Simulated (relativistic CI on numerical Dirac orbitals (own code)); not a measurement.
**Spin-allowed bands of a d7 ion in a tetrahedral site, by hand**

Problem. Take Δ = 9550 cm⁻¹ and B = 380 cm⁻¹ for a d7 ion in a tetrahedral site. Calculate the three spin-allowed bands.

Working.
1. The terms of highest spin are 4F (energy 0) and 4P (15B = 5700 cm⁻¹). Here the F term splits into A2 at −1.2Δ = -11460, T2 at −0.2Δ = -1910 and T1 at +0.6Δ = 5730 cm⁻¹.
2. The two T1 states mix through the element 0.4Δ: H = [[5730, 3820], [3820, 5700]], with roots ½(H₁₁ + H₂₂) ∓ ½√[(H₂₂ − H₁₁)² + 4H₁₂²] = ½(11430) ∓ ½(7640) = 1895 and 9535 cm⁻¹.
3. The ground term is 4A2 at -11460 cm⁻¹.
4. Bands: 4T2 9550 cm⁻¹ (1047 nm), 4T1(F) 13355 cm⁻¹ (749 nm), 4T1(P) 20995 cm⁻¹ (476 nm).

Check. Exact diagonalisation of the whole d7 shell with these parameters gives 4T2 9550, 4T1 13355, 4T1 20995 cm⁻¹. The match is exact, since without spin-orbit coupling no other term has this spin. The ratio of the second band to the first, 1.398, depends on Δ/B = 25.1 alone, which is how a Tanabe-Sugano diagram is read.
